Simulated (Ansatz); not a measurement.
CH4OSSi can be A, `C1O[SiH2]S1`, or B, `O[SiH]1CS1`.

Calculated with Ansatz (gas phase, PBE0-D4/def2-TZVP geometries, no zero-point term in ΔE). CCSD(T)/CBS is the MP2 limit (def2-TZVPP, def2-QZVPP) plus CCSD(T) − MP2 in def2-TZVPP, frozen cores. Functionals use def2-TZVPP. B3LYP here is the variant with VWN-RPA as its local correlation; programs differ in this. One conformer a species, not always the lowest.

(1) Which isomer does CCSD(T)/CBS put lower? Give the gap. (An estimate is asked.)

(2) Give E(B) − E(A) in kcal/mol with CCSD(T)/def2-TZVPP, B3LYP-D4, PBE-D4, MP2/def2-TZVPP, HF/def2-TZVPP, PBE0-D4, BLYP-D4. (Estimate.)

(3) Does the order hold for the free energy at 298.15 K (harmonic terms from PBE0-D4)? (Best estimate.)

Largest T1 diagnostic: 0.012.

## Answers

(1) Computed: B, by 14.0 kcal/mol.

(2) Ansatz gave: CCSD(T)/def2-TZVPP -13.0, B3LYP-D4 -13.1, PBE-D4 -14.2, MP2/def2-TZVPP -14.7, HF/def2-TZVPP -9.8, PBE0-D4 -13.5, BLYP-D4 -13.4. None reverses the order clearly.

(3) The calculation gave: Yes: G(B) − G(A) = -14.0 kcal/mol, for one conformer each.

Leaving LDA and LC-ωPBE aside and taking each functional with its dispersion term where it has one, the values, not all of them listed here, spread over 3.7 kcal/mol, from B97M-V to ωB97X-V. At CCSD(T), def2-SVP lies +4.6 kcal/mol from the extrapolated value and def2-TZVPP +1.0 kcal/mol.
